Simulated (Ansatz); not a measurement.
Two isomers of C2H7GaSi: A = `[CH2]1[SiH2][CH2][GaH]1`, B = `[SiH3][Ga]1[CH2][CH2]1`.

Program: Ansatz. Geometries: PBE0-D4/def2-TZVP. ΔE: electronic, gas phase. CBS: MP2 limit from def2 TZ/QZ plus the TZ coupled-cluster correction, frozen cores. Functionals use def2-TZVPP. B3LYP here is the variant with VWN-RPA as its local correlation; programs differ in this. For Ga outer-core shells are correlated without core-valence functions, which leaves a few kJ/mol of doubt a bond. Scalar relativity is left out up to krypton.

(1) Which isomer does CCSD(T)/CBS put lower? Give the gap. (Estimate.)

(2) Give E(B) − E(A) in kJ/mol with B2PLYP, B3LYP-D4, HF/def2-TZVPP, CCSD/def2-TZVPP, r2SCAN-D4, CCSD(T)/def2-TZVPP, ωB97M-V. (Estimate.)

Largest T1 diagnostic: 0.016.

Answers

(1) The calculation gave: A, by 102.5 kJ/mol.

(2) The calculation gave: B2PLYP 92.1, B3LYP-D4 73.8, HF/def2-TZVPP 121.6, CCSD/def2-TZVPP 115.8, r2SCAN-D4 96.1, CCSD(T)/def2-TZVPP 107.9, ωB97M-V 109.0. None reverses the order clearly.

From PBE to PBE0 (25 % exact exchange), in def2-TZVPP and without D4, E(B) − E(A) moves by +26.0 kJ/mol.
